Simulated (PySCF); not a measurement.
How methods differ on the interval between two levels of Au²⁺

Au²⁺ [Xe] 4f14 5d9 [2D5/2, M_J = 5/2] → Au²⁺ [Xe] 4f14 5d8 6p1 [4G11/2, M_J = 11/2], as a difference of total energies. All numbers are calculated (PySCF 2.14, the two-component X2C-1e Hamiltonian, in x2c-TZVPall-2c with one added diffuse shell each of s, p, d type (12s12p11d2f, 117 functions)). Correlated levels: [Kr] 4d10 4f14 frozen; the 34 highest virtual spinors dropped. "Screened" scales the spin-orbit matrix elements by Boettger's factors to mimic the two-electron term; Breit and QED terms are absent.

```tsv
method	interval between two levels (cm⁻¹)
GHF (screened spin-orbit)	95931
GMP2 (screened spin-orbit)	100600
```

The labels give the starting determinants; with spin-orbit coupling the two ends relaxed to ⟨J²⟩ = 8.82, ⟨L²⟩ = 6.21, ⟨S²⟩ = 0.93 and ⟨J²⟩ = 35.77, ⟨L²⟩ = 20.59, ⟨S²⟩ = 3.80.
